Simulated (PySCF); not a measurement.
C3H8O2, triplet, at the geometry of the source list (a higher spin typed on purpose: for a closed-shell molecule this is an excited state); R2SCAN/cc-pVDZ in PySCF.

Input for PySCF:
```python
from pyscf import gto, scf, dft

mol = gto.Mole()
mol.atom = '''
    C     1.49740000    0.21070000    0.26420000
    C     0.09340000    0.38200000   -0.30340000
    O    -0.62200000    1.41610000    0.34790000
    C    -0.71930000   -0.91880000   -0.22110000
    O    -2.00020000   -0.74760000   -0.76880000
    H     2.03680000    1.15230000    0.20750000
    H     1.44840000   -0.10470000    1.30570000
    H     2.04010000   -0.54110000   -0.30040000
    H     0.14120000    0.70250000   -1.34960000
    H    -0.59560000    1.25210000    1.29830000
    H    -0.23270000   -1.71600000   -0.78560000
    H    -0.79530000   -1.23070000    0.83530000
    H    -2.29210000    0.14330000   -0.52990000
'''
mol.basis = 'cc-pvdz'
mol.spin = 2
mol.verbose = 4
mol.build()

mf = dft.UKS(mol)
mf.xc = 'r2scan'
mf.grids.atom_grid = (99, 590)
mf.grids.prune = None
mf.kernel()
```

It wrote (shortened):

```
PySCF version 2.14.0

[INPUT] verbose = 4
[INPUT] num. atoms = 13
[INPUT] num. electrons = 42
[INPUT] charge = 0
[INPUT] spin (= nelec alpha-beta = 2S) = 2
[INPUT] symmetry False subgroup None
[INPUT] Mole.unit = angstrom
[INPUT] Symbol           X                Y                Z      unit          X                Y                Z       unit  Magmom
[...]
nuclear repulsion = 195.316196438787
number of shells = 49
number of NR pGTOs = 186
number of NR cGTOs = 110
basis = cc-pvdz
ecp = {}

******** <class 'pyscf.dft.uks.UKS'> ********
method = UKS
initial guess = minao
damping factor = 0
level_shift factor = 0
DIIS = <class 'pyscf.scf.diis.CDIIS'>
diis_start_cycle = 1
diis_space = 8
diis_damp = 0
SCF conv_tol = 1e-09
SCF conv_tol_grad = None
SCF max_cycles = 50
direct_scf = True
direct_scf_tol = 1e-13
number electrons alpha = 22  beta = 20
XC library pyscf.dft.libxc version 7.1.2
    S. Lehtola, C. Steigemann, M. J. T. Oliveira, and M. A. L. Marques,  SoftwareX 7, 1–5 (2018)
XC functionals = r2scan
    J. W. Furness, A. D. Kaplan, J. Ning, J. P. Perdew, and J. Sun,  J. Phys. Chem. Lett. 11, 8208–8215 (2020)
    J. W. Furness, A. D. Kaplan, J. Ning, J. P. Perdew, and J. Sun,  J. Phys. Chem. Lett. 11, 9248–9248 (2020)
    J. W. Furness, A. D. Kaplan, J. Ning, J. P. Perdew, and J. Sun,  J. Phys. Chem. Lett. 11, 8208–8215 (2020)
    J. W. Furness, A. D. Kaplan, J. Ning, J. P. Perdew, and J. Sun,  J. Phys. Chem. Lett. 11, 9248–9248 (2020)
radial grids:
    Treutler-Ahlrichs [JCP 102, 346 (1995); DOI:10.1063/1.469408] (M4) radial grids

becke partition: Becke, JCP 88, 2547 (1988); DOI:10.1063/1.454033
pruning grids: None
grids dens level: 3
symmetrized grids: False
atomic radii adjust function: <function treutler_atomic_radii_adjust>
User specified grid scheme (99, 590)
small_rho_cutoff = 0
Set gradient conv threshold to 3.16228e-05
tot grids = 759336
init E= -269.743112390543

cycle= 1 E= -269.040134269836  delta_E= 0.703  |g|= 0.56  |ddm|= 2.99

cycle= 2 E= -268.432689685925  delta_E= 0.607  |g|= 1.24  |ddm|= 4.33

cycle= 3 E= -268.94840823701  delta_E= -0.516  |g|= 0.627  |ddm|= 4.46

cycle= 4 E= -269.113815500026  delta_E= -0.165  |g|= 0.345  |ddm|= 1.71

cycle= 5 E= -269.17543842958  delta_E= -0.0616  |g|= 0.0832  |ddm|= 1.04

cycle= 6 E= -269.176460998511  delta_E= -0.00102  |g|= 0.0762  |ddm|= 0.439

cycle= 7 E= -269.17933522856  delta_E= -0.00287  |g|= 0.0287  |ddm|= 0.147

cycle= 8 E= -269.179408402323  delta_E= -7.32e-05  |g|= 0.0247  |ddm|= 0.0362

cycle= 9 E= -269.179700858985  delta_E= -0.000292  |g|= 0.00955  |ddm|= 0.0625

cycle= 10 E= -269.17974827393  delta_E= -4.74e-05  |g|= 0.00149  |ddm|= 0.0268

cycle= 11 E= -269.17974886708  delta_E= -5.93e-07  |g|= 0.00151  |ddm|= 0.0138

cycle= 12 E= -269.179750131575  delta_E= -1.26e-06  |g|= 0.000238  |ddm|= 0.00394

cycle= 13 E= -269.179750125065  delta_E= 6.51e-09  |g|= 0.000395  |ddm|= 0.00225

cycle= 14 E= -269.179750222231  delta_E= -9.72e-08  |g|= 0.000101  |ddm|= 0.00221

cycle= 15 E= -269.1797502308  delta_E= -8.57e-09  |g|= 6.51e-05  |ddm|= 0.00174

cycle= 16 E= -269.179750232025  delta_E= -1.22e-09  |g|= 5.79e-05  |ddm|= 0.00032

cycle= 17 E= -269.179750233862  delta_E= -1.84e-09  |g|= 1.44e-05  |ddm|= 0.000394

cycle= 18 E= -269.179750233984  delta_E= -1.22e-10  |g|= 4.13e-06  |ddm|= 5.82e-05

Extra cycle  E= -269.179750232792  delta_E= 1.19e-09  |g|= 4.67e-05  |ddm|= 8.11e-05
converged SCF energy = -269.179750232792  <S^2> = 2.0040664  2S+1 = 3.0027097
```
